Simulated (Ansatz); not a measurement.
A nudged elastic band was laid between two geometries of C3H7FSi (12 atoms, charge 0, multiplicity 1).

The calculation used Ansatz 0.2.0, RKS B3LYP-D4/6-31G.

| Item | Value |
| --- | --- |
| movable images | 7 |
| climbing image | yes |
| spring | 5.0 eV/Å² |
| optimiser | quadratic models (default) |
| start path | through a guess of the saddle point |
| force threshold | 0.03 eV/Å |
| iteration limit | 60 |
| end points | relaxed |

First end point:

```xyz
12
Properties=species:S:1:pos:R:3
C -1.485 -0.170 0.254
C -0.069 0.251 -0.068
Si 1.339 -1.011 0.140
C 0.232 1.479 -0.493
F -0.751 2.462 -0.670
H -2.188 0.650 0.089
H -1.570 -0.491 1.300
H -1.793 -1.019 -0.369
H 1.409 -1.481 1.566
H 1.093 -2.211 -0.730
H 2.649 -0.383 -0.240
H 1.210 1.868 -0.747
```

Last end point:

```xyz
12
Properties=species:S:1:pos:R:3
C -1.487 -0.213 0.261
C -0.093 0.278 -0.072
Si 1.346 -0.959 0.124
C 0.085 1.532 -0.484
F 1.347 2.045 -0.804
H -2.242 0.568 0.116
H -1.547 -0.548 1.304
H -1.764 -1.068 -0.368
H 1.392 -1.415 1.557
H 1.049 -2.169 -0.718
H 2.672 -0.393 -0.263
H -0.681 2.288 -0.619
```

**Question.** What changes between the two ends?

**Answer.** No bond is made or broken. The dihedral Si3–C2–C4–F5 goes from -180 to 0°.

**Question.** What energy profile does the band end with?

**Answer.** The forces met the threshold. The highest image is number 4 of 0 to 8, 76.8 kcal/mol above the first end and 75.9 kcal/mol above the last; the last end lies 1.0 kcal/mol above the first. Neighbouring images differ by up to 2.1 eV, so the band resolves the path poorly. A vibrational analysis at the climbing image gives one clearly imaginary mode, 994i cm⁻¹: a first-order saddle point. Limits of this set-up: no polarisation functions.

| image | path coordinate (Å) | energy (kcal/mol) | dihedral Si3–C2–C4–F5 (°) |
| --- | --- | --- | --- |
| 0 | 0.00 | 0.0 | -180 |
| 1 | 0.80 | 1.2 | -171 |
| 2 | 1.61 | 12.8 | -142 |
| 3 | 2.41 | 41.0 | -108 |
| 4 | 3.21 | 76.8 | -72 |
| 5 | 4.16 | 29.1 | -40 |
| 6 | 5.11 | 3.5 | -14 |
| 7 | 6.06 | 1.1 | 1 |
| 8 | 7.01 | 1.0 | 0 |

**Question.** What is the geometry of the highest image?

**Answer.** 
```xyz
12
Properties=species:S:1:pos:R:3
C -1.621 -0.357 0.095
C -0.317 0.233 -0.393
Si 1.281 -0.794 0.135
C 0.263 1.415 -0.486
F 0.755 2.262 0.669
H -2.445 0.227 -0.330
H -1.734 -0.353 1.189
H -1.735 -1.388 -0.254
H 1.506 -0.841 1.624
H 0.954 -2.173 -0.365
H 2.525 -0.286 -0.527
H 0.644 2.002 -1.325
```

Run time: 17 min on 1 thread of Arm Neoverse V1, with other jobs on the host, peak memory 0.15 GiB.
